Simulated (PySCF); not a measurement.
## Si3PH5O6

The system: Si3PH5O6, a molecule drawn as a unit of a network glass or zeolite (built as: Si Si P Si, H ends, O bridges); neutral, singlet. The structure was relaxed in the gas phase by PBE0-D3(BJ)/def2-SVP. No frequency run checks that it is a minimum.

SMILES: O=P12O[SiH2]O[SiH](O[SiH2]O1)O2

Coordinates in Å:
```
O1      2.956    0.275   -0.986
P2      1.561    0.210   -0.562
O3      1.045    1.438    0.341
Si4    -0.009    1.559    1.647
O5     -0.736    0.065    1.803
Si6    -0.421   -1.288    0.910
O7      1.150   -1.073    0.340
O8     -1.361   -1.310   -0.447
Si9    -0.996   -0.643   -1.933
O10     0.471    0.158   -1.743
H11    -1.027    2.584    1.323
H12     0.765    1.872    2.869
H13    -0.546   -2.518    1.696
H14    -0.838   -1.714   -2.943
H15    -2.023    0.358   -2.303
```

Shieldings: GIAO PBE0/pcSseg-1. Shifts are against computed references at the same level: H TMS (σ 31.27 ppm), Si TMS (σ 352.0 ppm). Core levels by delta-SCF with SCAN, pcX-2 on the ionised atom and pcseg-1 elsewhere, spin-free X2C (2p3/2 is the spin-free 2p value less a third of a first-order spin-orbit splitting); from the vacuum level, for chosen atoms.

Problem. Give the shieldings and core levels atom by atom.

Solution. 
```
  atoms   bonded to  σ (ppm)  δ (ppm)  core level (eV)
     O1         1 P    151.4        -        1s 537.17
     P2         4 O    355.0        -     2p3/2 140.43
 O3 O10  1 P + 1 Si    193.6        -        1s 539.07
Si4 Si9   2 O + 2 H    379.0    -27.0     2p3/2 108.97
  O5 O8        2 Si    234.1        -        1s 538.85
    Si6   3 O + 1 H    408.6    -56.6                -
     O7  1 P + 1 Si    164.1        -                -
H11 H15        1 Si    26.14     5.13                -
H12 H14        1 Si    26.00     5.26                -
    H13        1 Si    26.55     4.72                -
```

Values are those of this one static structure; atoms that internal rotation interchanges would show their mean in an NMR spectrum.

Problem. Which of O1, O8, O10 holds its core electrons tightest, and by how much against the loosest?

Solution. O10 (bonded to 1 P + 1 Si), by 1.89 eV over O1 (bonded to 1 P).

Problem. By CAM-B3LYP/def2-SVPD (TDDFT singlets, Tamm-Dancoff triplets, ionisation by delta-SCF), where does absorption start, and what does vertical ionisation take?

Solution. The lowest singlet lies at 7.77 eV (f 0.003), the strongest of the first 6 at 8.31 eV (f 0.024), the lowest triplet at 7.35 eV; vertical ionisation takes 11.08 eV.

The 3 runs behind this took 10 min in all, one thread each of Arm Neoverse V2 on a shared host, launched as `OMP_NUM_THREADS=1 python cluster_run.py task.json out`.
